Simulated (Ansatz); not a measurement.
Two structures of SiN$_{2}$H$_{9}$OF, closed shell, reached by relaxing down either side of one saddle point (PBE0-D4/def2-TZVP). Energies are electronic, without zero-point energy. Computed with Ansatz 0.2.0 (basis: def2-TZVPP and def2-QZVPP); correlated methods freeze the cores. Extrapolation: Hartree–Fock as exp(−7.88 √X), correlation as X^−2.97. First:

```xyz
14
angstrom
Si -1.0202 -0.5847 -0.9599
N 0.3327 -1.5778 -0.3995
H -1.4765 -0.9639 -2.3243
H -2.0834 -0.9213 0.0245
N -0.4839 1.0168 -1.0368
H 0.7623 1.0997 1.8414
O 0.4491 1.9888 1.6019
H 0.8736 -1.0140 0.9459
F 1.2019 -0.6363 1.8000
H 1.1286 -1.5789 -1.0277
H 0.0865 -2.5401 -0.1948
H -0.7687 1.6127 -1.7945
H -0.2054 1.5316 -0.2036
H 1.2034 2.5673 1.7274
```

Second:

Si1  (-0.459, 0.267, -0.587)
N2  (0.408, -1.774, 0.186)
H3  (0.046, -0.328, -1.848)
H4  (-1.645, -0.302, 0.099)
N5  (-1.048, 1.804, -1.172)
H6  (1.094, 0.140, 1.829)
O7  (0.742, 0.808, 0.483)
H8  (0.508, -1.772, 1.199)
F9  (1.258, -0.414, 2.599)
H10  (1.327, -1.948, -0.204)
H11  (-0.196, -2.541, -0.082)
H12  (-0.906, 2.073, -2.131)
H13  (-1.888, 2.219, -0.803)
H14  (0.759, 1.769, 0.432)
(Å)

Q: Which bonds change from the first to the second?

A: SiN₂H₆ ([NH2][SiH2][NH2]) + H₂O + HF → SiNH₅O ([NH2][SiH2][OH]) + NH₃ + HF; bonds formed: Si1–O7, N2–H8, H6–F9; bonds broken: Si1–N2, H6–O7, H8–F9.

Q: Give the saddle point's structure and its height above each. (To be estimated.)

A: Computed: 11.74 kcal/mol above the first and 16.60 kcal/mol above the second (CCSD(T) at an estimated basis limit (MP2 extrapolated from triple and quadruple zeta, plus CCSD(T) − MP2 in triple zeta)).
Si1  (-0.797, -0.078, -0.433)
N2  (0.596, -1.264, -0.095)
H3  (-1.338, -0.886, -1.594)
H4  (-1.836, -0.290, 0.598)
N5  (-0.470, 1.343, -1.332)
H6  (0.481, 0.288, 1.790)
O7  (0.083, 1.003, 1.135)
H8  (0.887, -1.222, 1.030)
F9  (1.062, -0.870, 2.242)
H10  (1.410, -1.019, -0.653)
H11  (0.319, -2.199, -0.377)
H12  (-0.812, 1.382, -2.277)
H13  (-0.410, 2.255, -0.913)
H14  (0.825, 1.558, 0.878)
(Å)

The T1 diagnostic stays at or below 0.011.

Labels in which every atom is bracketed show which atoms are joined, not bond orders.

For scale, one of the runs: CCSD(T)/def2-TZVPP, 292 basis functions, launched by `ansatz run in.yaml --threads 8 --pin off --events-out ev --progress --plain --max-ram 19148MiB`. Hardware: 8 CPU threads of an Intel Xeon, shared host. Wall time 5.2 min; peak host memory 9.8 GiB.
